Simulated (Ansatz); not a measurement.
Reaction (homolysis of the Ge–O bond): `O[SiH2][O][GeH3]` → `[GeH3]`• + `[O][SiH2]O`•

Computed with Ansatz on PBE0-D4/def2-TZVP structures; ΔE is electronic, products minus reactants. CCSD(T)/CBS adds triple-zeta CCSD(T) − MP2 to the extrapolated MP2 energy (def2 sets, frozen cores). Functionals use def2-TZVPP. HSE06 is defined as in plane-wave codes. Open shells (•) are unrestricted, without spin–orbit coupling. For Ge outer-core shells are correlated without core-valence functions, which leaves a few kJ/mol of doubt a bond. Scalar relativity is left out up to krypton. Each species was taken in one conformer, which may not be the lowest.

`O[SiH2][O][GeH3]`:

Cartesian coordinates in Å:
```
O 0.464 2.092 0.089
Si 1.199 0.641 -0.150
O 0.334 -0.611 0.425
Ge -1.259 -1.285 0.007
H 0.416 2.424 0.986
H 2.507 0.593 0.550
H 1.345 0.548 -1.623
H -2.316 -0.564 0.857
H -1.183 -2.776 0.354
H -1.507 -1.062 -1.494
```

`[GeH3]`•:

Z-matrix (Å, degrees):
```
Ge
H 1 1.539
H 1 1.539 2 111.1
H 1 1.539 2 111.1 3 124.3
```

`[O][SiH2]O`•:

```xyz
6

O     1.150   -1.312   -0.137
Si    0.159   -0.081    0.328
O    -0.369    0.934   -0.836
H    -0.940   -0.902    0.920
H     0.849    0.787    1.307
H    -0.851    0.575   -1.582
```

```
             level  ΔE (kJ/mol)  difference from CCSD(T)/CBS
         revPBE-D4        416.5                        -56.6
           PBE0-D4        437.5                        -35.6
          BHLYP-D4        433.9                        -39.2
          PBE-QIDH        460.3                        -12.8
            revPBE        397.7                        -75.4
            r2SCAN        426.5                        -46.6
           r2SCANh        426.8                        -46.3
           r2SCAN0        425.9                        -47.2
             HSE06        430.2                        -42.9
             BHLYP        422.0                        -51.1
           LC-ωPBE        444.7                        -28.4
     CCSD/def2-SVP        437.0                        -36.1
  CCSD(T)/def2-SVP        442.5                        -30.6
    MP2/def2-TZVPP        497.6                         24.5
CCSD(T)/def2-TZVPP        459.4                        -13.7
     HF/def2-QZVPP        332.6                       -140.5
       CCSD(T)/CBS        473.1                            0
```

What do rigid-rotor, harmonic-oscillator terms from PBE0-D4/def2-TZVP frequencies (298.15 K, 1 bar) make of the CCSD(T)/CBS value? (Estimate.)

Ansatz gave: ΔZPE = -18.4 kJ/mol, ΔH = +458.1 kJ/mol, ΔS = 151 J/(mol·K), ΔG = +413.1 kJ/mol. Open shells count their whole term as degenerate. Modes under 50 cm⁻¹ make the entropy rough.

Largest T1 diagnostic among the species: 0.019.

In def2-TZVPP, CCSD(T) changes the Hartree–Fock value by +127.7 kJ/mol (the triples alone add +9.8 kJ/mol) and MP2 by +165.9 kJ/mol; breaking electron pairs costs correlation energy, which Hartree–Fock lacks. The D4 term adds +13.3 kJ/mol with B3LYP and +7.3 kJ/mol with PBE0; it sums over pairs of atoms, weighted by their polarisabilities, and B3LYP, whose exchange is more repulsive, gets the larger term. Leaving LDA and LC-ωPBE aside and taking each functional with its dispersion term where it has one, the values spread over 43.8 kJ/mol, from revPBE-D4 to PBE-QIDH. LDA lies +66.0 kJ/mol from PBE without D4, its usual overbinding.

B3LYP here is the variant with VWN-RPA as its local correlation; programs differ in this.
